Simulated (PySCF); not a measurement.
A PySCF script (with the pyscf-properties extension) for the NMR shieldings of C3H10BN2P, on a GFN2-xTB geometry:

```python
import basis_set_exchange as bse
import numpy as np
from pyscf import gto, dft
from pyscf.prop import nmr

atoms = """
C    -1.245270   -0.484064   -0.889380
N    -0.818430    0.310513    0.240256
C    -1.306101   -0.228508    1.487827
B    -0.045257    1.445927    0.145711
P     2.086213   -1.302693    0.045956
C     0.469317    1.894009   -1.221737
N     0.894477    2.230909   -2.234891
H    -2.337688   -0.540856   -0.919877
H    -0.851325   -1.502361   -0.808007
H    -0.888349   -0.042593   -1.817059
H    -0.945234   -1.252758    1.620078
H    -0.958544    0.376048    2.320955
H    -2.400390   -0.247063    1.494886
H     0.250454    2.062328    1.097773
H     2.575881   -0.185828    0.707027
H     2.157483   -0.676150   -1.189111
H     3.355767   -1.844831   -0.090319
"""
names = dict.fromkeys(["C", "N", "B", "P", "H"], "pcSseg-1")
basis = {el: gto.basis.parse(bse.get_basis(n, elements=[el], fmt="nwchem")) for el, n in names.items()}
mol = gto.M(atom=atoms, basis=basis, charge=0, verbose=0)
mf = dft.RKS(mol, xc="PBE0")
mf.grids.level = 2
mf.grids.alignment = dft.numint.BLKSIZE   # the property module wants whole blocks of grid points
mf.conv_tol = 1e-9
mf.kernel()

calc = nmr.RKS(mf)   # GIAO
C = mf.mo_coeff
Co = C[:, mf.mo_occ > 0]
resp = mf.gen_response(singlet=True, hermi=2)
def vind(x):   # induced exchange potential for any number of trial vectors
    d = np.einsum("pi,xij,qj->xpq", C, 2 * x.reshape(-1, C.shape[1], Co.shape[1]), Co, optimize=True)
    return np.einsum("xpq,pi,qj->xij", resp(d - d.transpose(0, 2, 1)), C, Co, optimize=True).ravel()
mo1, _ = nmr.rhf.solve_mo1(calc, with_cphf=vind)
sigma = calc.kernel(mo1)
for i, s in enumerate(sigma):   # ppm
    w = np.linalg.eigvalsh((s + s.T) / 2)
    print("%2d %-2s iso %8.1f  s11 %8.1f  s22 %8.1f  s33 %8.1f" % (i, mol.atom_pure_symbol(i), w.mean(), *w))
```

Question: Give the expected output.

Answer: 
```
 0 C  iso    141.8  s11    121.7  s22    123.0  s33    180.9
 1 N  iso    108.6  s11    -42.9  s22    136.6  s33    232.1
 2 C  iso    140.8  s11    116.4  s22    121.9  s33    184.2
 3 B  iso     76.3  s11     35.0  s22     82.4  s33    111.5
 4 P  iso    602.7  s11    554.8  s22    622.0  s33    631.2
 5 C  iso     56.4  s11    -62.2  s22    -58.4  s33    290.0
 6 N  iso    -91.8  s11   -271.8  s22   -244.0  s33    240.5
 7 H  iso     29.0  s11     25.3  s22     26.6  s33     35.1
 8 H  iso     28.6  s11     24.7  s22     28.5  s33     32.6
 9 H  iso     27.7  s11     23.8  s22     27.8  s33     31.4
10 H  iso     28.6  s11     24.6  s22     28.0  s33     33.3
11 H  iso     28.4  s11     24.8  s22     26.8  s33     33.5
12 H  iso     28.8  s11     25.0  s22     26.4  s33     35.1
13 H  iso     27.6  s11     25.7  s22     27.4  s33     29.5
14 H  iso     30.3  s11     25.0  s22     28.9  s33     37.0
15 H  iso     29.9  s11     24.6  s22     28.4  s33     36.7
16 H  iso     30.2  s11     25.2  s22     26.1  s33     39.4
```

These numbers come from an equivalent density-fitted implementation of the same equations, which agrees with the script to about 0.01 ppm for H and up to a few tenths of a ppm for heavy atoms, so last digits may differ.

Size and cost of the density-fitted run: 176 basis functions, 52 s wall time on 1 thread of an Arm Neoverse N1, shared host; peak memory 0.8 GiB.
